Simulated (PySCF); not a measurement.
Ionisation energies (eV) were calculated with PySCF 2.14 by UHF, LDA, PBE, in another order, as differences of total energies without spin-orbit coupling. The measured values are between term centres (NIST).

```json
{"species": "C⁺ (def2-QZVPPD, non-relativistic)", "measured": "24.378", "A": "24.856", "B": "24.173", "C": "24.776"}
{"species": "Cl⁺ (def2-QZVPPD, non-relativistic)", "measured": "23.771", "A": "23.844", "B": "22.593", "C": "23.978"}
{"species": "Sr (def2-QZVPPD with the def2 core potential (28 electrons), ECP)", "measured": "5.695", "A": "5.699", "B": "4.743", "C": "5.863"}
{"species": "Rh (def2-QZVPPD with the def2 core potential (28 electrons), ECP)", "measured": "7.479", "A": "7.905", "B": "6.308", "C": "8.204"}
{"species": "Cd⁺ (def2-QZVPPD with the def2 core potential (28 electrons), ECP)", "measured": "16.908", "A": "17.461", "B": "15.585", "C": "17.846"}
{"species": "Sn⁺ (def2-QZVPPD with the def2 core potential (28 electrons), ECP)", "measured": "14.282", "A": "14.224", "B": "13.756", "C": "14.406"}
{"species": "Au (def2-QZVPPD with the def2 core potential (60 electrons), ECP)", "measured": "9.226", "A": "9.533", "B": "7.686", "C": "9.892"}
{"species": "Tl (def2-QZVPPD with the def2 core potential (60 electrons), ECP)", "measured": "5.464", "A": "5.426", "B": "5.014", "C": "5.584"}
```

Which column is which method?

A is PBE (mean error 0.22 eV); B is UHF (mean error -0.92 eV); C is LDA (mean error 0.42 eV). PBE, with gradient corrections, lies close to experiment on average, with errors of both signs. Hartree-Fock lacks the correlation of the electron removed and comes out lowest. LDA overbinds the outer electron and comes out highest.
